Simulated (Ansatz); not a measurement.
System: C6H8, net charge 0, singlet state. 
Coordinates optimised at B3LYP-D3(BJ)/def2-TZVP (Ansatz, a program for electronic structure):
```
C
C 1 1.3145
C 1 1.5290 2 95.42
H 3 1.0918 1 116.62 2 -114.53
H 3 1.0918 4 108.84 1 134.48
C 2 1.5290 1 95.42 3 180.00
H 6 1.0918 2 116.62 1 114.53
H 6 1.0918 7 108.84 2 -134.48
C 2 1.5290 1 95.42 3 0.00
H 9 1.0918 2 116.62 1 -114.53
H 9 1.0918 10 108.84 2 134.48
C 1 1.5290 2 95.42 6 0.00
H 12 1.0918 1 116.62 2 114.53
H 12 1.0918 13 108.84 1 -134.48
```

Total electronic energies in hartree. Cores are frozen in the correlated levels unless marked. No spin-orbit coupling. No relativistic terms. CBS(X,Y): correlation extrapolated as X^-3; Hartree-Fock from the larger set. [CCSD(T)-MP2]/basis is that difference in the basis named.

| level | program | energy (Eh) |
|---|---|---|
| B3LYP/def2-TZVPD | Ansatz | -233.40134 |
| r2SCAN0-D4/def2-TZVPD | Ansatz + dftd4 | -233.23121 |
| r2SCAN0/def2-TZVPD | Ansatz | -233.22815 |
| LC-wPBE-D3(BJ)/def2-TZVPD | Ansatz + dftd3 | -233.25183 |
| B2GP-PLYP-D3(BJ)/def2-TZVPD | Ansatz + dftd3 | -233.12837 |
| B2PLYP-D3(BJ)/def2-TZVPD | Ansatz + dftd3 | -233.17921 |
| MP2/aug-cc-pVDZ | Ansatz | -232.58660 |
| RI-MP2/CBS(cc-pVTZ,cc-pVQZ) | Ansatz | -232.9034 |
| SCS-MP2/aug-cc-pVTZ | Ansatz | -232.79558 |
| SCS-MP2/cc-pVTZ | Ansatz | -232.77901 |
| CCSD/cc-pVTZ | Ansatz | -232.82391 |
| CCSD(T)/aug-cc-pVTZ | Ansatz | -232.88929 |
| CCSD(T)/cc-pwCVTZ | Ansatz | -232.88698 |
| RI-MP2/CBS(aug-cc-pVTZ,aug-cc-pVQZ)+[CCSD(T)-MP2]/aug-cc-pVTZ | Ansatz | -232.9940 |
| CCSD(T)/CBS(cc-pVTZ,cc-pVQZ) | Ansatz | -232.9797 |

Totals of different functionals don't rank their quality; only differences between species are comparable.
